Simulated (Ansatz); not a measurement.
Tl, charge +2, doublet (a state made from the parent by changing its charge; the spin is typed, not shown lowest) (core potentials on Tl); B3LYP/def2-SV(P) (Ansatz, a first-principles code).

Input for Ansatz:
Ansatz 0.2 input:
```yaml
crystal:
  periodic: [false, false, false]
  atoms:
    - {symbol: Tl, position_ang: [0.00000000, 0.00000000, 0.00000000]}
basis:
  gaussian:
    orbitals: def2-SV_P_.json
hamiltonian:
  xc: b3lyp
total_charge: 2
magnetization: {spin_polarized: false, initial_magnetization: 1}
```
The basis file holds def2-SV(P) in the JSON format of the Basis Set Exchange.

It wrote (shortened):

```
Functional definition: B3LYP
153 factors; integrals over basis functions are off by at most 7.2e-5 eV
mean field evaluation 1: about -4669.6146 eV, gradient 7.6e0 eV
mean field evaluation 2: about -4669.6151 eV, gradient 7.6e0 eV
mean field evaluation 4: about -4669.7317 eV, gradient 4.7e-2 eV
mean field evaluation 8: about -4669.7320 eV, gradient 6.4e-4 eV
mean field -4669.73202958 eV, -171.6094868289 hartree, gradient 5.2e-5 eV, S^2 0.750000; 0 other end points of the search recorded, 0 dependent functions left out
reference -4669.73217717 eV, -171.6094922530 hartree; 10, 9 occupied and 16, 17 virtual orbitals, 153 factors
Total energy: -4669.73217717 eV, -171.6094922530 hartree
```
